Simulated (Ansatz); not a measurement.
Calculated with Ansatz (gas phase, PBE0-D4/def2-TZVP geometries, no zero-point term in ΔE). CCSD(T)/CBS is the MP2 limit (def2-TZVPP, def2-QZVPP) plus CCSD(T) − MP2 in def2-TZVPP, frozen cores. This one scheme is used for every species. Functionals use def2-TZVPP. One conformer a species, not always the lowest.

Reaction (hydrogenolysis of the Si–Cl bond): `CO[SiH](Cl)O[SiH3]` + H₂ → `CO[SiH2]O[SiH3]` + HCl

CCSD(T)/CBS gives +96.8 kJ/mol.

(1) Another level gave +103.1 kJ/mol. Which?
A. PBE-D4/def2-TZVPP
B. CCSD(T)/def2-TZVPP
C. r2SCAN-D4/def2-TZVPP
D. HF/def2-TZVPP

Largest T1 diagnostic among the species: 0.011.

Results:

(1) C. r2SCAN-D4 103.1, CCSD(T)/def2-TZVPP 91.1, HF/def2-TZVPP 82.2, PBE-D4 96.4 kJ/mol.

In def2-TZVPP, CCSD(T) changes the Hartree–Fock value by +8.9 kJ/mol (the triples alone add +3.6 kJ/mol) and MP2 by +18.4 kJ/mol. The D4 term adds +9.8 kJ/mol with B3LYP and +5.3 kJ/mol with PBE0; it sums over pairs of atoms, weighted by their polarisabilities, and B3LYP, whose exchange is more repulsive, gets the larger term.

B3LYP here is the variant with VWN-RPA as its local correlation; programs differ in this.
